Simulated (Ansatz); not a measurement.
GaP2⁻. The state is a quintet with charge -1. Geometry r2SCAN-D4/def2-TZVPD; atoms count from 1.

```xyz
3

Ga   -0.0278   -0.3775    1.4040
P    -0.9527   -0.2218   -0.8315
P     0.9805    0.5993   -0.5725
```

The highest occupied level of the charge -1 quintet lies above zero (up to 1.05 eV). It is a level of α spin, whose loss leaves a quartet; that state wasn't run at this geometry and level. The electron is either unbound and held by the finite basis, or the level is raised by self-interaction error. At PBE0-D4/def2-TZVPD a singlet of charge -1 lies 2.66 eV below the quintet, each at its own geometry. The structure comes from a short search, and lower isomers may exist.

Q: Estimate the Mulliken populations from the PBE0/def2-TZVPD orbitals of Ansatz.

A: 
```json
{"atom": "Ga1", "charge (e)": "-0.37", "spin (α − β)": "1.79"}
{"atom": "P2", "charge (e)": "-0.31", "spin (α − β)": "1.11"}
{"atom": "P3", "charge (e)": "-0.31", "spin (α − β)": "1.11"}
```
Mulliken values and Mayer orders depend strongly on the basis. With diffuse functions, as here, like atoms can get unlike values, and bond orders can come out too low or too high.

Q: Where does the spin sit?

A: Summed by element: Ga 1.79, P 2.21, of 4 unpaired in all. Largest on single atoms: Ga1 1.79, P2 1.11, P3 1.11.

Q: And the Mayer bond orders between bonded heavy atoms (over 0.3)?

A: Ga1–P2 0.91 (2.42 Å); Ga1–P3 0.91 (2.42 Å); P2–P3 1.53 (2.12 Å).
